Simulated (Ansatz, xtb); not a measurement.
# Ligand exchange: C3H7Br + ICl → C3H7Cl + IBr

Species: C3H7Br (1-bromopropane) `CCCBr`, singlet; ICl (iodine monochloride), singlet; C3H7Cl (1-chloropropane) `CCCCl`, singlet; IBr (iodine monobromide), singlet. The partners trade Br for Cl: C–Br and I–Cl bonds give way to C–Cl and I–Br.

Shapes, held fixed at every level: PBE0-D4/def2-TZVP. Flexible molecules stand in one conformer, not always the lowest. Programs: Ansatz 0.2.0, xtb 6.7.1. Electronic energies: no zero-point or thermal term.

| level | kind | ΔE (kJ/mol) | less CCSD(T)/def2-TZVPP |
| --- | --- | --- | --- |
| GFN0-xTB | semi-empirical | -3.7 | +18.5 |
| HF/def2-TZVPP | Hartree–Fock | -31.5 | -9.3 |
| r2SCAN-D4/def2-TZVPP | meta-GGA | -26.5 | -4.3 |
| wB97M-V/def2-TZVPP | range-separated hybrid | -25.7 | -3.5 |
| wB97X-V/def2-TZVPP | range-separated hybrid | -26.5 | -4.3 |
| B2PLYP/def2-TZVPP | double hybrid | -25.4 | -3.2 |
| MP2/def2-TZVPP | perturbation theory | -22.3 | -0.1 |
| CCSD/def2-TZVPP | coupled cluster or CI | -23.1 | -0.9 |
| CCSD(T)/def2-TZVPP | coupled cluster or CI | -22.2 | 0.0 |

The highest level, CCSD(T)/def2-TZVPP, gives ΔE = -22.2 kJ/mol; the levels span -31.5 to -3.7. The column of differences is taken from that level and isn't an error. No measured value is set beside it here. For atoms past krypton def2 sets carry core potentials with scalar relativity. Relativity is left out for Br. Outer-core shells of Br, I are correlated, in sets that cover them unevenly.
